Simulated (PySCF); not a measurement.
**TDDFT excited states: C3H8ClFSi**

Compound: C₃H₈ClFSi.
Cartesian coordinates in Å at the GFN2-xTB level; atoms count from 1:
```
atom  x, y, z in Å
C1    -2.0798    0.1038   -0.2120
C2    -0.7030   -0.4389    0.1232
Cl3   -0.3071   -1.7698   -1.0189
C4     0.3944    0.6062    0.0421
Si5    2.1380   -0.1519    0.1469
F6     3.0912    1.0376    0.6813
H7    -2.8310   -0.6798   -0.1456
H8    -2.0914    0.5115   -1.2204
H9    -2.3374    0.8963    0.4882
H10   -0.7088   -0.9094    1.1098
H11    0.2426    1.3251    0.8504
H12    0.2859    1.1604   -0.8927
H13    2.2212   -1.1785    1.1742
H14    2.6844   -0.5132   -1.1487
```

Method: TDDFT PBE0/def2-SVPD, vertical, gas phase, core orbitals frozen in the response in PySCF 2.14.0, density-fitted response routines.

Problem. List the vertical singlet excitations with oscillator strengths and describe the spectrum.

Solution. 

```tsv
state	E (eV)	E (kJ/mol)	λ (nm)	f	main configurations (H = HOMO, L = LUMO)
S1	7.26	700	170.8	0.0031	H→L (71%), H-1→L (9%)
S2	7.43	716	167.0	0.0084	H-1→L (63%), H-1→L+1 (10%), H-1→L+2 (8%)
S3	7.73	746	160.4	0.033	H-2→L (43%), H→L+1 (20%), H→L (11%)
S4	7.88	761	157.3	0.025	H-1→L+1 (28%), H-1→L+2 (22%), H→L+2 (17%)
S5	7.94	766	156.2	0.0018	H-2→L (47%), H→L+1 (17%), H-1→L+1 (13%)
S6	8.07	778	153.7	0.048	H→L+2 (48%), H→L+1 (36%)
S7	8.18	789	151.6	0.036	H-1→L+2 (55%), H-1→L+1 (39%)
S8	8.33	804	148.8	0.021	H-3→L (72%), H-3→L+1 (11%)
```

Triplets, Tamm–Dancoff:

| state | E (eV) | λ (nm) | main configurations (H = HOMO, L = LUMO) |
| --- | --- | --- | --- |
| T1 | 6.66 | 186.1 | H→L (46%), H→L+2 (13%), H-1→L (12%) |
| T2 | 6.74 | 184.1 | H-1→L (50%), H-1→L+2 (11%), H→L (10%) |
| T3 | 7.29 | 170.0 | H-2→L (50%), H→L (19%), H→L+1 (8%) |

The lowest singlet lies at 7.26 eV (171 nm, vacuum ultraviolet) and is very weak; its leading configuration is HOMO→LUMO (71%). The most intense listed level is S6 at 8.07 eV (154 nm, f = 0.048), 0.81 eV above S1. Löwdin shares by element: HOMO chlorine 57%, carbon 19% or more, silicon 6% (atoms not listed hold the other 19%); LUMO chlorine 24%, silicon 24%, carbon 12% or more, hydrogen 8% or more (atoms not listed hold the other 33%). The oscillator strengths of these states sum to 0.177; summed over the whole spectrum of an exact calculation they would give the number of electrons, 66 (Thomas–Reiche–Kuhn). The listed states span 1.07 eV, and the widest gap between neighbours is 0.31 eV (S2 to S3). Of the 8 states listed, 5 reach f = 0.01 and none stays under 0.0005. No computed singlet lies in the visible range (380 to 750 nm); the lowest, at 171 nm, stands 4.00 eV above its violet end (3.26 eV). Singlets were solved by full linear response, triplets in the Tamm–Dancoff approximation.

One conformer stands for the species.
